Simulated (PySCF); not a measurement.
C₄H₉AlO, singlet, at a GFN2-xTB geometry (such geometries of metal compounds can be far from the true shape). Base run: PBE0/6-31G, polarisability run with PySCF.

Here is a job for PySCF.
```python
from pyscf import gto, scf, dft
from pyscf.prop import polarizability

mol = gto.Mole()
mol.atom = '''
    Al    0.03222433    0.16161469    0.03506320
    C     0.54464054   -1.69057393    0.64898414
    C    -0.39483997   -2.27174230    1.71364012
    H     1.56541474   -1.68914870    1.05380252
    H     0.58428065   -2.37142908   -0.21009197
    H    -1.39792505   -2.40523988    1.31097236
    H    -0.46693665   -1.59978838    2.56796851
    H    -0.03877859   -3.23896121    2.07190166
    C     0.54598691    0.78143807   -1.78606948
    C     0.24259483    1.99928908   -2.22633265
    H     1.09975667    0.13093369   -2.46313571
    H     0.51486346    2.36695429   -3.20881056
    H    -0.30486790    2.69654490   -1.60706003
    O    -0.79246529    1.16775294    1.03964681
    H    -1.26529504    1.75665455    1.61012444
'''
mol.basis = '6-31g'
mol.verbose = 4
mol.build()

mf = dft.RKS(mol)
mf.xc = 'pbe0'
mf.kernel()
alpha = mf.Polarizability().polarizability()[2, 2]
print('alpha_zz =', alpha)
```

The base run was repeated with changes; each row names its change, and settings that it needs were set with it.

| change | alpha_zz (bohr³) | basis functions | core-seconds (rough) |
|---|---|---|---|
| base | 68.56 | 76 | 20 |
| finite field (a.u.) = 0.05; conv_tol = 1e-11 | 71.50 | 76 | 30 |
| functional = camb3lyp | 67.33 | 76 | 60 |
| finite field (a.u.) = 0.001; conv_tol = 1e-11 | 68.56 | 76 | 30 |
| functional = hf | 63.80 | 76 | 3 |
| finite field (a.u.) = 0.005; conv_tol = 1e-11 | 68.59 | 76 | 30 |
| basis = def2-SVP | (withheld) | 133 | 50 |
| functional = lda,vwn | 72.37 | 76 | 20 |
| basis = 6-31+G* | (withheld) | (withheld) | 60 |
| finite field (a.u.) = 0.02; conv_tol = 1e-11 | 68.96 | 76 | 30 |
| basis = cc-pVDZ | 73.69 | 133 | 60 |
| finite field (a.u.) = 0.001; conv_tol = 1e-6 | 68.52 | 76 | 20 |

Complete the blanks.


- basis = def2-SVP, alpha_zz (bohr³): 70.75
- basis = 6-31+G*, alpha_zz (bohr³): 76.63
- basis = 6-31+G*, basis functions: 130

Finite-field rows take the second difference of the energy in a field along z; a small field with loose convergence shows SCF noise divided by the square of the field, and a large one adds hyperpolarisability.
